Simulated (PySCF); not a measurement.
These 3 structures share the formula C3H10BNO2. Theory: PBE0-D3(BJ)/def2-SVP geometry optimisation, gas phase (PySCF). One conformer each; no zero-point energy, no entropy. No frequencies were run at this level. Point groups hold within 0.08 Å.

Task: Order them by energy at this level, lowest first, and give relative energies in kcal/mol.
A. `[BH3-:1][NH2+:2][CH2:3][O:4][C:5]([CH3:6])=[O:7]` with B1–N2–C3–O4 172°, N2–C3–O4–C5 70°, C3–O4–C5–C6 176°
B. `[CH3:1][O:2][B:3]([CH2:4][NH2:5])[O:6][CH3:7]` with C1–O2–B3–C4 4°, O2–B3–C4–N5 52°, B3–C4–N5–H 65° and -178°, O2–B3–O6–C7 2°
C. `[CH3:1][O+:2]([CH3:3])[BH2-:4][NH:5][CH:6]=[O:7]` with C1–O2–B4–N5 158°, O2–B4–N5–C6 -74°, B4–N5–C6–O7 9°

Result: B (0.0), A (38.4), C (43.1).

As drawn, the highest has a B–N bond, which the lowest lacks.

```
              SMILES      E (Eh)  E rel (kcal/mol)  dipole (D)  point group     A, B, C (MHz)
           COB(CN)OC  -349.81439               0.0        0.65           C1  3532, 1892, 1324
[BH3-][NH2+]COC(C)=O  -349.75322              38.4        6.49           C1  7059, 1361, 1237
  C[O+](C)[BH2-]NC=O  -349.74566              43.1        5.24           C1  4327, 1588, 1464
```

Task: How do the relative energies change in single points at PBE0/pcSseg-1 (no added dispersion term) on the same geometries?

Result: 
```csv
SMILES,PBE0-D3(BJ)/def2-SVP (kcal/mol),PBE0/pcSseg-1 (kcal/mol),shift
COB(CN)OC,0.0,0.0,0.0
[BH3-][NH2+]COC(C)=O,38.4,38.7,+0.3
C[O+](C)[BH2-]NC=O,43.1,42.9,-0.2
```

Each column counts from its own lowest isomer. The order is unchanged; the largest shift is 0.3 kcal/mol.
